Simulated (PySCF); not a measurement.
SMILES Cl[SiH2][GeH3] (H5ClGeSi), CAM-B3LYP/def2-SVP optimised geometry.

```
8

Si    -1.35    -1.52    -1.92
Cl    -3.43    -1.49    -1.85
Ge    -0.52    -0.38     0.00
H     -0.90    -2.94    -1.94
H     -0.92    -0.85    -3.17
H      1.02    -0.38     0.00
H     -1.02    -1.07     1.28
H     -1.02     1.07     0.00
```

Density from PySCF 2.14.0 with CAM-B3LYP/def2-TZVP at that geometry.

Minimum of the electron density along straight lines between bonded atoms, close to the bond critical point (lines longer than 1.1 times the sum of covalent radii, or with two minima, are not listed):

```tsv
bond	length / Å	ρ at the minimum / e bohr⁻³	∇²ρ there / e bohr⁻⁵	position (fraction from the first atom)
Si1–Cl2	2.079	0.095	[?]	0.36
Si1–Ge3	2.378	0.094	-0.14	0.48
Si1–H4	1.486	0.124	0.14	0.49
Si1–H5	1.486	0.124	0.14	0.49
Ge3–H6	1.537	0.132	0.06	0.59
Ge3–H7	1.535	0.133	0.06	0.59
Ge3–H8	1.535	0.133	0.06	0.59
```

### Question
Fill in the missing entries.

### Answer

- Si1–Cl2, ∇²ρ there / e bohr⁻⁵: 0.19
